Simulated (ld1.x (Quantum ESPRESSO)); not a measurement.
## Cutoff test, carbon (C), RRKJ

ld1.x (Quantum ESPRESSO) 7.5 input, shortened:

```
&input
   title='C', zed=6., rel=1, dft='WC', iswitch=3,
   config='[He] 2s2 2p2 3d-2'
 /
 &inputp
   pseudotype=2, tm=.false., lloc=0,
   nlcc=.true., new_core_ps=.true., rcore=1.15
 /
3
2P  2  1   2.00   0.00  2.65  2.65  0.0
3D  3  2  -2.00   0.35  2.30  2.30  0.0
2S  1  0   2.00   0.00  1.10  1.10  0.0
 &test
   configts(1)='2s2 2p2'
 /
```

The pseudo-atom Hamiltonian at the reference potential is diagonalised in spherical Bessel functions j_l(qr) that vanish at 20 bohr, with q² up to the cutoff. All-electron valence levels (Ry): 2p -0.3853, 2s -1.0045.

Problem. How do the lowest levels (Ry) of each channel move with the cutoff, and are there ghosts?

Solution.

```tsv
cutoff (Ry)	p #1	p #2	d #1	d #2	s #1	f #1	f #2	Σ f·Δε (mRy)
8	-0.2744	0.0364	0.0730	0.1726	-0.8997	0.1172	0.2526	431.2
15	-0.3826	0.0332	0.0730	0.1726	-0.9387	0.1172	0.2526	136.9
21	-0.3852	0.0331	0.0730	0.1726	-0.9752	0.1172	0.2526	58.6
35	-0.3853	0.0331	0.0730	0.1726	-1.0004	0.1172	0.2526	8.2
45	-0.3853	0.0331	0.0730	0.1726	-1.0025	0.1172	0.2526	3.9
60	-0.3853	0.0331	0.0730	0.1726	-1.0027	0.1172	0.2526	3.5
80	-0.3853	0.0331	0.0730	0.1726	-1.0036	0.1172	0.2526	1.7
110	-0.3853	0.0331	0.0730	0.1726	-1.0044	0.1172	0.2526	0.2
400	-0.3853	0.0331	0.0730	0.1726	-1.0045	0.1172	0.2526	0.0
```

Result: no extra level below or beside the all-electron valence levels (p, d, s, f tested); 10 mRy is reached at 35 Ry and 1 mRy at 90 Ry.

Its largest configuration-test error is +1874 meV.
